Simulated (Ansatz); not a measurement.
Coupled-cluster diagnostics for CrN₄F₂H₁₂ (relaxed from a model of trans-CrF2(NH3)4, whose bonding it doesn't keep), Ansatz.

Geometry of the quintet (PBE-D4/def2-SVP):

```tsv
atom	x (Å)	y (Å)	z (Å)
Cr1	-0.051	0.063	0.008
F2	0.333	1.217	-1.437
F3	-0.433	-1.115	1.436
N4	1.680	0.817	0.961
H5	1.786	1.816	0.739
H6	2.534	0.361	0.610
H7	1.632	0.660	2.009
N8	-1.776	-0.691	-0.948
H9	-1.949	-1.647	-0.609
H10	-1.647	-0.663	-2.001
H11	-2.619	-0.146	-0.724
N12	-0.899	-0.047	-3.557
H13	-0.239	-0.604	-4.115
H14	-0.324	0.560	-2.924
H15	-1.378	0.574	-4.223
N16	1.017	-0.108	3.547
H17	0.429	0.393	4.226
H18	1.537	-0.810	4.090
H19	0.367	-0.630	2.911
```

Correlated methods freeze 11 core orbitals; core or outer-core shells of Cr are correlated, in sets that lack core-valence functions. In the quintet geometry the species has come apart into loosely held pieces. In the triplet geometry the species has come apart into loosely held pieces. The name describes the quintet; other states may take another shape.

Geometry of the charge 0 triplet (PBE-D4/def2-SVP):

```xyz
19

Cr   -0.040    0.058   -0.016
F    -1.467   -0.652   -0.948
F     1.390    0.743    0.931
N     1.086   -0.112   -1.776
H     0.491    0.089   -2.591
H     1.411   -1.083   -1.891
H     1.937    0.520   -1.756
N    -1.170    0.223    1.741
H    -0.546    0.137    2.555
H    -1.943   -0.501    1.763
H    -1.607    1.154    1.804
N    -3.113   -1.719    1.038
H    -2.964   -2.731    1.149
H    -2.665   -1.451    0.135
H    -4.128   -1.594    0.924
N     3.217    1.591   -0.996
H     3.211    2.612   -1.113
H     4.200    1.329   -0.841
H     2.701    1.388   -0.112
```

**Question.** Estimate the CCSD(T) correlation energy, the shares of MP2 and (T), T1 and the reference's ⟨S²⟩ for: charge 0, quintet, own geometry in def2-SVP; charge 0, triplet, own geometry in def2-SVP; and the rough time on 2 threads of AMD EPYC 7R13 on a shared host and a share (18 GiB) of an NVIDIA H100 80GB HBM3.

**Answer.** 
| state | basis | correlation (eV) | MP2 share (%) | (T) share (%) | T1 | ⟨S²⟩ (pure) | wall time | remarks |
| --- | --- | --- | --- | --- | --- | --- | --- | --- |
| charge 0, quintet, own geometry | def2-SVP | -40.271 | 92.7 | 2.1 | 0.014 | 6.01 (6.00) | 14 s | – |
| charge 0, triplet, own geometry | def2-SVP | -41.283 | 90.5 | 3.2 | 0.015 | 3.01 (2.00) | 14 s | flagged by the program, spin-contaminated |
Customary marks for T1 are 0.02 (closed shells), 0.045 (open shells) and about 0.05 (3d metals). T1 stays under 0.02 throughout.
